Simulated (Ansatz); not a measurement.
Geometry optimisation, UKS B3LYP-D4/def2-SVP in Ansatz 0.2.0.

Input file:

```yaml
crystal:
  periodic: [false, false, false]
  atoms:
    - { symbol: "N", position_ang: [-0.21197, 0.80962, -0.09116] }
    - { symbol: B, position_ang: [0.07996, -0.67349, -0.00386] }
    - { symbol: O, position_ang: [1.06161, -0.98317, 0.71242] }
    - { symbol: Cl, position_ang: [-1.01923, -1.7124, -0.92664] }
    - { symbol: H, position_ang: [0.55023, 1.34098, -0.4914] }
    - { symbol: H, position_ang: [-0.4606, 1.21846, 0.80063] }
magnetization:
  spin_polarized: true
  initial_magnetization: 1
basis:
  gaussian: { orbitals: def2-SVP }
hamiltonian:
  xc: b3lyp
  dispersion: d4
relax:
  f_tol: 0.02
  max_steps: 50
```

Command:

```bash
$ ansatz run input.yaml --threads 2 --pin off --max-ram 3072MiB --backend cpu --events-out ev --progress --plain --runs-dir out
```

Question: Where does it end, and by what steps?

Answer: The forces met the threshold. After 16 steps the energy has fallen by 0.378 eV; H6 moved furthest, 0.96 Å.

```
step  energy less start (eV)  largest force component (eV/Å)  accepted
   0                  0.0000                           2.152       yes
   1                 -0.0762                           0.978       yes
   2                 -0.0965                           0.214       yes
   3                 -0.0961                           0.339        no
   4                 -0.0986                           0.058       yes
   5                 -0.1035                           0.068       yes
   6                 -0.1238                           0.436       yes
   7                 -0.1556                           0.437       yes
   8                 -0.1897                           1.060       yes
   9                 -0.2787                           0.470       yes
  10                 -0.2875                           0.377       yes
  11                 -0.3236                           0.773       yes
  12                 -0.3031                           0.857        no
  13                 -0.3609                           0.345       yes
  14                 -0.3738                           0.359       yes
  15                 -0.3747                           0.527       yes
  16                 -0.3776                           0.015       yes
```

```xyz
6
Properties=species:S:1:pos:R:3
N -0.042 0.812 0.086
B 0.157 -0.565 -0.038
O 1.318 -1.232 0.081
Cl -1.187 -1.707 -0.395
H 0.709 1.459 0.286
H -0.956 1.234 -0.020
```

The run took 45 s on 2 threads of Arm Neoverse V1 (shared host), peak memory 0.18 GiB.
